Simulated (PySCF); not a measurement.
Below is a simulated gas-phase C 1s photoelectron spectrum of `C[SiH2]Oc1ccccc1`.

Every computed line was given a Gaussian of 1.0 eV full width at half maximum and an area set by the number of equivalent atoms; the highest printed point is 100. Computed, not measured: delta-SCF UKS SCAN, pcX-2 on the ionised atom, pcseg-1 elsewhere, spin-free X2C (PySCF 2.14.0).

```
binding energy (eV)  intensity
              288.4          0
              288.5          0
              288.6          1
              288.7          1
              288.8          2
              288.9          4
              289.0          7
              289.1         12
              289.2         19
              289.3         27
              289.4         38
              289.5         50
              289.6         64
              289.7         76
              289.8         88
              289.9         96
              290.0        100
              290.1        100
              290.2         95
              290.3         87
              290.4         77
              290.5         65
              290.6         52
              290.7         41
              290.8         31
              290.9         23
              291.0         18
              291.1         14
              291.2         12
              291.3         12
              291.4         13
              291.5         15
              291.6         17
              291.7         18
              291.8         19
              291.9         18
              292.0         17
              292.1         15
              292.2         13
              292.3         10
              292.4          7
              292.5          5
              292.6          4
              292.7          2
              292.8          1
              292.9          1
              293.0          0
              293.1          0
              293.2          0
              293.3          0
```

Q: How many maxima does the curve show, and how many computed lines lie under it?

A: The curve has 2 maxima (at 290.0 and 291.8 eV). Under it lie 5 lines from 5 inequivalent carbon sites. At this width some lines have no maximum of their own.

Q: Decompose the envelope and assign each component. Numbering: `[CH3:1][SiH2:2][O:3][c:4]1[cH:5][cH:6][cH:7][cH:8][cH:9]1`.

A: 
```csv
position (eV),relative area,line,atoms,environment
289.87,1,C 1s,C7,aromatic CH carbon
289.90,2,C 1s,C5/C9,aromatic CH carbon
290.14,2,C 1s,C6/C8,aromatic CH carbon
290.45,1,C 1s,C1,Si-methyl carbon
291.83,1,C 1s,C4,aromatic carbon bearing oxygen
```

Q: What are the centre and the root-mean-square width of the whole band?

A: The area-weighted mean of the lines is 290.32 eV. Their own spread about it is 0.64 eV (rms) and each Gaussian has σ = 1.0/2.355 = 0.42 eV; the variances add, which gives 0.77 eV.

Lowest listed C 1s: C7, bonded to 2 C (aromatic in the SMILES) and H. Highest, 1.96 eV above it: C4, bonded to O and 2 C (aromatic in the SMILES). The widest gap between neighbouring values is 1.38 eV, between 290.45 and 291.83 eV. Summing the Pauling electronegativity differences to the bonded atoms, each weighted by its formal bond order, gives -0.35 for the lowest site and +0.89 for the highest; no listed site has a larger sum than the highest. The smallest sum, -1.70, belongs to C1, 0.58 eV above the lowest. The values 289.87 and 289.90 eV lie too close for their order to be trusted.

The curve has no shake-up lines and no vibrational structure. One atom of each set of topologically equivalent atoms was ionised and stands for the set; in this conformer not all members are related by symmetry, and their own values weren't computed. The unrestricted hole states depart most from a pure doublet (⟨S²⟩ = 0.75; over 0.85 named) for C 1s of C4 (0.88), which makes this value less certain. The structure is a single PBE0-D3(BJ)/def2-SVP conformer in the gas phase; no vibrational or solvent corrections.

On AMD EPYC, one thread, on a shared host, this took 5.4 min wall and 0.70 GiB of memory at its peak.

The values belong to the conformer `[CH3:1][SiH2:2][O:3][c:4]1[cH:5][cH:6][cH:7][cH:8][cH:9]1`: C1–Si2–O3–C4 -178°, Si2–O3–C4–C5 178°.
